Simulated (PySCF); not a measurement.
# How the method changes the constants of MgBe⁺

State: ²Σ⁺ (doublet), unpaired electrons σ ↑. Set-up: basis Mg aug-pcseg-1, Be aug-pcseg-1; no relativity; PySCF 2.14. De refers to Mg⁺ + Be in their ground configurations, without counterpoise correction. The functionals are run spin-unrestricted. A positive dipole points towards Be; it is taken about the centre of mass and depends on that origin.

```json
{"Level": "ROHF", "Re (Å)": "2.856", "ωe (cm⁻¹)": "244", "De (eV)": "0.54", "μ (D)": "1.84"}
{"Level": "ROHF-MP2", "Re (Å)": "2.795", "ωe (cm⁻¹)": "256", "De (eV)": "0.61", "μ (D)": "n/a"}
{"Level": "ROHF-SCS-MP2", "Re (Å)": "2.808", "ωe (cm⁻¹)": "251", "De (eV)": "0.59", "μ (D)": "n/a"}
{"Level": "ROHF-CCSD", "Re (Å)": "2.788", "ωe (cm⁻¹)": "264", "De (eV)": "0.56", "μ (D)": "n/a"}
{"Level": "ROHF-CCSD(T)", "Re (Å)": "2.784", "ωe (cm⁻¹)": "266", "De (eV)": "0.57", "μ (D)": "n/a"}
{"Level": "PBE", "Re (Å)": "2.646", "ωe (cm⁻¹)": "330", "De (eV)": "1.24", "μ (D)": "0.50"}
{"Level": "revPBE", "Re (Å)": "2.668", "ωe (cm⁻¹)": "322", "De (eV)": "1.17", "μ (D)": "0.50"}
{"Level": "r²SCAN", "Re (Å)": "2.661", "ωe (cm⁻¹)": "329", "De (eV)": "1.17", "μ (D)": "0.45"}
{"Level": "PBE0", "Re (Å)": "2.655", "ωe (cm⁻¹)": "328", "De (eV)": "1.14", "μ (D)": "0.49"}
{"Level": "B97-3", "Re (Å)": "2.666", "ωe (cm⁻¹)": "319", "De (eV)": "1.17", "μ (D)": "0.66"}
{"Level": "M06-2X", "Re (Å)": "2.683", "ωe (cm⁻¹)": "308", "De (eV)": "1.22", "μ (D)": "1.16"}
{"Level": "ωB97X", "Re (Å)": "2.686", "ωe (cm⁻¹)": "314", "De (eV)": "0.97", "μ (D)": "0.49"}
```

The bond length runs from 2.646 Å (PBE) to 2.856 Å (ROHF). De spans 0.54 eV (ROHF, mean field) to 1.24 eV (PBE, GGA). Correlation at CCSD(T) changes the Hartree–Fock bond energy by +0.03 eV; the triples alone change it by +0.01 eV.

Correlated steps freeze 1 core orbital. Correlated levels converge slowly with the basis: in double zeta they bind strong bonds too weakly, by up to about 1 eV, and carry superposition errors of some tenths. For an ion De counts to the pair picked by the measured ionisation energies or electron affinities, which need not be the lowest pair at this level. The state is the lowest determinant that a PBE0 search found; another state may lie lower at other levels.
